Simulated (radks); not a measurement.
Results of a calculation; reference values are marked as such.
Spherical quantum dot in the effective-mass picture: electrons in a parabolic well V = omega^2 r^2 / 2 with omega = 2.64, with a point charge +1 (a donor) at the centre, all in effective atomic units (hartree* = m*/eps^2 hartree, bohr* = eps/m* bohr), one dielectric constant everywhere. Level of theory: non-relativistic Kohn-Sham, PBEsol, spin-polarised, spherical densities (a radial shooting solver with Libxc functionals). Levels are named by radial order and angular momentum (1s, 1p, 1d, 2s, ...), and open shells are averaged over m. Results are scaled to m* = 0.272 and eps = 7.2, for which hartree* = 142.8 meV and bohr* = 1.401 nm.

N = 17, configuration 1s2 1p6 1d(up 5, down 2) 2s2. This is the lowest configuration that the search found. Occupied and some empty levels:

level    occupation  eigenvalue (meV)  <r> (nm)
1s up             1            2346.0     1.125
1s down           1            2354.2     1.114
1p up             3            2622.7     1.554
1p down           3            2635.5     1.550
2s up             1            2864.4     1.601
2s down           1            2873.8     1.607
1d up             5            2886.6     1.821
1d down           2            2900.5     1.822
1f up             0            3163.4     2.031
1f down           0            3177.0     2.034
2p up             0            3200.0     1.840
2p down           0            3209.1     1.843
1g up             0            3453.8     2.211
1g down           0            3466.5     2.216

Energy (meV): total 31082.9, kinetic 6903.8, external 10099, Hartree 15939, exchange-correlation -1858.8.
